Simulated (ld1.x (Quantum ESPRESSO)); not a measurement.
# Al (Z = 13): one change to a PAW potential, before and after

aluminium, PAW, made with ld1.x (Quantum ESPRESSO) 7.5 (BLYP, non-relativistic). Core [Ne], reference 3s2 3p0 (charge +1). Waves: 3s (bound): rcut 1.60, rcutus 2.05 bohr; 3s channel at -0.65 Ry: rcut 1.60, rcutus 2.05 bohr; 3p (bound, empty): rcut 1.85, rcutus 2.35 bohr; 3p channel at 1.9 Ry: rcut 1.85, rcutus 2.35 bohr; 3d channel at -0.15 Ry: rcut 1.50, rcutus 1.95 bohr; 3d channel at 0.35 Ry: rcut 1.50, rcutus 1.95 bohr. Local part: all-electron potential smoothed inside 1.70 bohr (lloc = -1). Core correction: Bessel-smoothed model core inside 1.65 bohr. Augmentation charge: PSQ, inside the norm-conserving radii.

All-electron outer shells of the reference configuration (BLYP, non-relativistic, ld1.x):

```
shell  level (eV)  outermost node (bohr)  outermost maximum (bohr)
   3s      -14.69                   0.80                      1.98
   3p       -8.96                   0.81                      2.39
```

Change: all radii but the core radius scaled by about 1.13 (s 2.32, p 2.66, d 2.22 bohr, rcut 1.82/2.10/1.70); local potential all-electron potential smoothed inside 1.92 bohr (lloc = -1).

Cutoffs: the cutoffs (Ry, on a coarse ladder) from which the occupation-weighted sum of valence levels, in a spherical-Bessel basis at the reference potential, stays within 10 and 1 mRy of its value at 400 Ry; they do not see the model core or the augmentation charge, which bear on the density cutoff. Errors are all-electron minus pseudo energies relative to the spin-unpolarised reference configuration.

Task: How do hardness, ghosts and transferability respond?

Result: Both files are very soft, the changed one slightly softer (loose and tight cutoff 6 and 10 Ry → 6 and 6 Ry on this coarse ladder); of the 7 tests that both files solve, the error grows in 1 and shrinks in 3 by more than 15 % and 0.3 meV (median size 0.9 → 0.5 meV); neither file shows a bound ghost.

```csv
quantity,base,changed
"cutoff, loose",6 Ry,6 Ry
"cutoff, tight",10 Ry,6 Ry
bound ghosts,none,none
"error for 3s2 3p1, meV [ΔE -5.64 eV]",-0.9,-0.6
"error for 3s1 3p0, meV [ΔE 19.18 eV]",-14,-13
"error for 3s2 3p0.5, meV [ΔE -3.62 eV]",-0.4,-0.4
"error for 3s0 3p3, meV [ΔE 4.88 eV]",-1.3,-0.1
"error for 3s1 3p2, meV [ΔE -0.48 eV]",-0.1,+0.5
"error for 3s2 3p1.3, meV [ΔE -6.17 eV]",-0.9,-0.5
"error for 3s1 3p1, meV [ΔE 5.80 eV]",-1.1,-1.0
lowest overlap eigenvalue by channel,"s 0.43, p 0.70, d 0.96","s 0.44, p 0.65, d 0.96"
```
